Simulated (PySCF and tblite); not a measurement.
Values are calculated unless marked as measured or tabulated.
C8H8O, numbered as in [CH2:1]=[CH:2][O:3][c:4]1[cH:5][cH:6][cH:7][cH:8][cH:9]1.

Level: B3LYP-D3(BJ)/def2-SVPD (IEF-PCM, chloroform)//PBE0-D3(BJ)/def2-SVP, thermal terms from GFN2-xTB, symmetry numbers and mirror pairs counted. Conformers within 3 kcal/mol (GFN2-xTB free energy) were kept, 8 at most. GIAO shieldings: wB97X-D/pcSseg-1 (IEF-PCM, chloroform). Shifts are against TMS (¹H), TMS (¹³C) at the same level; of two unlike H on one atom, a is the less shielded. Programs: PySCF with density fitting and tblite.

Torsions listed: C1–C2–O3–C4, C2–O3–C4–C5. Of a mirror pair one member is shown.

| conformer | shape | symmetry | E(GFN2) kcal/mol | E(DFT) kcal/mol |
| --- | --- | --- | --- | --- |
| 1 | 157°, 153° | C1 (pair) | 0.00 | 0.00 |
| 2 | 1°, 89° | Cs | 0.78 | 0.45 |

(1) How much do the weights at 298.15 K and the averaged shift of H1a depend on how the conformers are weighted?

Thermal terms of a conformer that GFN2-xTB lacks, or places elsewhere, come from the nearest GFN2-xTB minimum; such a conformer stays in the set even outside the window.

## Answers

(1) 
| weighting | 1 (%) | 2 (%) | δ (ppm) | rms dipole (D) |
| --- | --- | --- | --- | --- |
| DFT energy with thermal terms, symmetry and mirror images (full scheme) | 85 | 15 | 4.97 | 1.25 |
| DFT energy with symmetry and mirror images | 81 | 19 | 4.91 | 1.24 |
| bare DFT energy | 68 | 32 | 4.70 | 1.21 |
| GFN2-xTB energy with symmetry and mirror images | 88 | 12 | 5.03 | 1.26 |
| GFN2-xTB free energy | 91 | 9 | 5.07 | 1.26 |
| leading conformer alone | 100 | 0 | 5.22 | 1.28 |
| equal weights | 50 | 50 | 4.40 | 1.18 |
| full scheme, search stopped after three starts | 100 | 0 | 5.22 | 1.28 |

The largest departure from the full scheme, 0.57 ppm, comes with: equal weights.
